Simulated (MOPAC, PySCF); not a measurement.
[Cd(Cl)(F)], neutral singlet in the gas phase. 

Cartesian coordinates (Å):
```xyz
3

Cd    -0.0068     0.0248     0.0168
Cl    -0.5096     1.8562     1.2566
F      0.4196    -1.5286    -1.0348
```
Charge 0, multiplicity 1.

All levels are single points at this geometry (r2SCAN-D4/def2-SVP); Pople sets use spherical d functions. Orbital energies aren't observables, and empty levels follow the basis.

PM7 in MOPAC gives HOMO (eV) = -11.81.

Estimate the HOMO (eV) from each of these levels: TPSSh-D3(BJ)/def2-TZVP in PySCF; M06-2X/6-31G* (LANL2DZ on Cd) in PySCF; PBE/6-31G* (LANL2DZ on Cd) in PySCF; PM3 in MOPAC; PM6 in MOPAC.


| level | HOMO (eV) |
|---|---|
| TPSSh-D3(BJ)/def2-TZVP in PySCF | -8.34 |
| M06-2X/6-31G* (LANL2DZ on Cd) in PySCF | -10.25 |
| PBE/6-31G* (LANL2DZ on Cd) in PySCF | -7.39 |
| PM3 in MOPAC | -11.10 |
| PM6 in MOPAC | -11.31 |
